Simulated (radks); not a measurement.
All-electron atom: Eu3+ in [Xe] 4f4.75 6s1.25 (fractional occupations, a model configuration).

All-electron calculation, scalar-relativistic Kohn-Sham, PBEsol, spin-unpolarised, spherical densities, finite nucleus; Fermi nuclear charge, rms radius 5.1115 fm. Program: a radial shooting solver on a logarithmic mesh with Libxc functionals.

Energy parts (Ry):
total: -21674.5623
kinetic: 23216.9162
electron-nucleus: -52639.5381
Hartree: 8220.9219
exchange-correlation: -472.8623

Orbitals (lengths in bohr, moments of r in powers of bohr):
orbital,occ.,eigenvalue (Ry),<1/r>,<r^4>,<r^2>
1s,2,-3556.415,70.19,1.227e-06,0.0006797
2s,2,-586.9423,16.27,0.0001964,0.01069
2p,6,-523.4257,15.23,0.0001461,0.008596
3s,2,-131.9706,5.959,0.007659,0.07124
3p,6,-112.2006,5.611,0.008016,0.07136
3d,10,-85.73046,5.325,0.006432,0.06008
4s,2,-28.94097,2.518,0.1870,0.3590
4p,6,-22.40475,2.319,0.2434,0.4041
4d,10,-13.28787,2.048,0.3780,0.4840
4f,4.75,-3.38848,1.559,1.588,0.8322
5s,2,-5.99973,1.013,5.399,1.932
5p,6,-4.29611,0.8774,9.392,2.515
6s,1.25,-1.85134,0.4283,139.3,9.985

The highest occupied level is 6s at -25.189 eV. The density falls to 0.001 e/bohr^3 at r = 4.15 bohr.
